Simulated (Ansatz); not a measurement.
LiAl₃, relaxed as a quintet with UKS r2SCAN-D4/def2-TZVP in Ansatz, starting from the r2SCAN-D4/def2-TZVP geometry of the neutral singlet. Force threshold 0.02 eV/Å.

The relaxation made no stability test and no search for a lower SCF solution. At r2SCAN-D4/def2-TZVP a triplet of charge 0 lies 1.03 eV below the quintet, each at its own geometry. The structure comes from a short search, and lower isomers may exist.

Start:

```xyz
4

Al   -0.7271   -0.7780    1.1645
Al   -0.9814    1.1472   -0.4242
Al    1.2395    0.6993    0.6630
Li    0.4690   -1.0686   -1.4032
```

```csv
step,energy (eV),largest force component (eV/Å),SCF passes
1,-19990.7035,1.636,21
2,-19991.0067,0.377,28
3,-19991.0324,0.017,29
```

Force components are those of the run's own axes.

End:

```tsv
atom	x (Å)	y (Å)	z (Å)
Al1	-0.771	-0.919	1.196
Al2	-1.052	1.201	-0.548
Al3	1.390	0.707	0.647
Li4	0.433	-0.990	-1.295
```

By distances, no bond broke or formed. The bond that changes most is Al1–Al2, from 2.51 to 2.76 Å (atoms count from 1).

No frequencies were taken in this run, so the end may be a saddle point.

Hardware: 4 threads of Arm Neoverse V2 on a shared host. Wall time 8 s.
